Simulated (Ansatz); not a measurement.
`[CH3][Zn][CH](F)S` and `[CH3][Zn][CH2]S` differ in one atom or group.

Ansatz, PBE0-D4/def2-TZVP geometries, multiplicity 1. Each molecule was computed in one conformer, which needn't be the lowest.

Scalar relativity is left out up to krypton.

```
                               property  `[CH3][Zn][CH](F)S`
HOMO–LUMO gap (ωB97M-V/def2-TZVPP) / eV                 9.92
      HOMO energy (PBE/def2-TZVPP) / eV                -5.76
  LUMO energy (ωB97M-V/def2-TZVPP) / eV                 0.83
   HOMO–LUMO gap (PBE0/def2-TZVPP) / eV                 6.36
     LUMO energy (PBE0/def2-TZVPP) / eV                -0.57
  HOMO–LUMO gap (B3LYP/def2-TZVPP) / eV                 5.87
```

Question: What does the change do to each property? (Estimate.)

Answer: Ansatz gave: 
```csv
property,`[CH3][Zn][CH2]S`,shift
HOMO–LUMO gap (ωB97M-V/def2-TZVPP) / eV,9.48,-0.44
HOMO energy (PBE/def2-TZVPP) / eV,-5.12,0.64
LUMO energy (ωB97M-V/def2-TZVPP) / eV,1.05,0.22
HOMO–LUMO gap (PBE0/def2-TZVPP) / eV,5.97,-0.39
LUMO energy (PBE0/def2-TZVPP) / eV,-0.29,0.28
HOMO–LUMO gap (B3LYP/def2-TZVPP) / eV,5.48,-0.39
```

With PBE0 the HOMO rises by 0.66 eV and the LUMO rises by 0.28 eV, so the gap narrows by about 0.38 eV. PBE moves the HOMO by 0.64 eV and ωB97M-V by 0.66 eV.

B3LYP here is the variant with VWN-RPA as its local correlation; programs differ in this.
